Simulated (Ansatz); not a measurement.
Total energies of SnBr2 (the lowest singlet isomer of a short search) from Ansatz at PBE0-D4/def2-TZVP, gas phase (1 Eh = 27.2114 eV = 2625.5 kJ/mol). The reference geometry is relaxed at r2SCAN-D4/def2-TZVP.

```xyz
3

Sn    0.559    0.295    0.887
Br    1.307    0.051   -1.509
Br   -1.866   -0.346    0.622
```

```
                 state                        geometry  energy (Eh)
      charge 0 singlet                       reference  -5362.15086
      charge 1 doublet                       reference  -5361.79608
      charge 1 doublet  relaxed at r2SCAN-D4/def2-TZVP  -5361.80430
      charge 0 triplet  relaxed at r2SCAN-D4/def2-TZVP  -5362.06023
      charge 0 quintet  relaxed at r2SCAN-D4/def2-TZVP  -5361.91034
free Sn atom (triplet)                               –   -214.25870
free Br atom (doublet)                               –  -2573.81189
```

In the def2 sets Sn takes a core potential; there is no spin–orbit coupling.

(1) Work out the vertical ionisation energy to the doublet.

(2) How much does the charge 1 doublet relax, and what is the adiabatic ionisation energy?

(3) Which of the charge 0 states is lowest, and how far above it are the others?

(4) What is the binding energy per atom against free atoms?

(1) E(charge 1 doublet) − E(charge 0 singlet) = -5361.79608 − (-5362.15086) = 0.35478 Eh = 9.65 eV. For comparison, −ε of the highest occupied level is 7.73 eV at this level, 1.92 eV less.

(2) Relaxation: -5361.79608 − (-5361.80430) = 0.00822 Eh = 0.22 eV. Adiabatic ionisation energy: 0.34656 Eh = 9.43 eV, without zero-point energy. 

(3) The singlet. triplet: -5362.06023 − (-5362.15086) = 0.09063 Eh = 237.9 kJ/mol; quintet: -5361.91034 − (-5362.15086) = 0.24052 Eh = 631.5 kJ/mol.

(4) Atoms: 1 × (-214.25870) + 2 × (-2573.81189) = -5361.88248 Eh. Binding: -5361.88248 − (-5362.15086) = 0.26838 Eh = 7.30 eV, or 2.43 eV for each of 3 atoms (no zero-point energy, no counterpoise term).

The structure comes from a short search, and lower isomers may exist.
